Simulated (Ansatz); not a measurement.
Ideal-gas functions of Cl2HOSi, SMILES `[O][SiH](Cl)Cl` radical at 800 K and 1 bar, from an Ansatz frequency run at PBE0-D4/def2-TZVP.

Molar mass 116.0 g/mol, point group Cs (symmetry number 1), electronic degeneracy 2, moments of inertia 104.418, 201.932, 286.212 u Å². Harmonic wavenumbers (cm⁻¹, unscaled): 159, 186, 252, 518, 598, 700, 747, 902, 2248.

Use S(trans) = R[1.5 ln M + 2.5 ln T − 1.1517]; rotational temperatures θ = 24.2544 K / I; S(rot) = R[ln(√π/σ · √(T³/θAθBθC)) + 1.5]; for each mode x = 1.438777 ν̃/T, S = R[x/(eˣ − 1) − ln(1 − e⁻ˣ)] and H = RT x/(eˣ − 1); 1 cm⁻¹ = 0.0119627 kJ/mol; R = 8.31446 J/(mol·K).

Task: By hand: the entropy, in J/(mol·K).

Result: Translation 188.7. Rotation: θ = 0.2323, 0.1201, 0.0847 K, giving 125.7. Vibration, mode by mode: 18.75, 17.46, 14.97, 9.20, 8.10, 6.93, 6.46, 5.15, 0.75, in all 87.8. Electronic 5.8. Sum 408.0 J/(mol·K).

Task: By hand: H − E and G − E in kJ/mol, counted from the electronic energy.

Result: Zero-point energy ½ × 6310 × 0.0119627 = 37.7; thermal vibration 33.9; translation, rotation and pV give 4 RT = 26.6. H − E = 98.2 kJ/mol, and G − E = 98.2 − 800 × 408.0/1000 = -228.2 kJ/mol.

Vibration gives 22 % of the entropy.
